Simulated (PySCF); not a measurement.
# A thermochemical cycle for RbMg

CCSD(T) in PySCF with def2-SVP on every atom (core potentials on Rb), for the lowest determinant that a PBE0 search found; no spin–orbit coupling. RbMg, a doublet (σ ↑), has De = 0.06 eV to neutral atoms, and RbMg⁺, a singlet (closed shell), has De = 0.26 eV to Rb⁺ + Mg.

The adiabatic ionisation energy of RbMg, between the minima, is 3.89 eV.

**Question.** Which ionisation energy of the Rb atom does this level give?

**Answer.** IE(Rb) = IE(molecule) + De(ion) − De(neutral) = 3.89 + 0.26 − 0.06 = 4.09 eV; the measured value is 4.177 eV (NIST ASD).

Correlated steps freeze 1 core orbital. Weak bonds: RbMg, RbMg⁺. Basis-set superposition, not corrected here, can be much of De in a small basis, most of all at correlated wavefunction levels. For an ion De counts to the pair picked by the measured ionisation energies or electron affinities, which need not be the lowest pair at this level. States were picked by a PBE0 search and need not be the measured ground states.
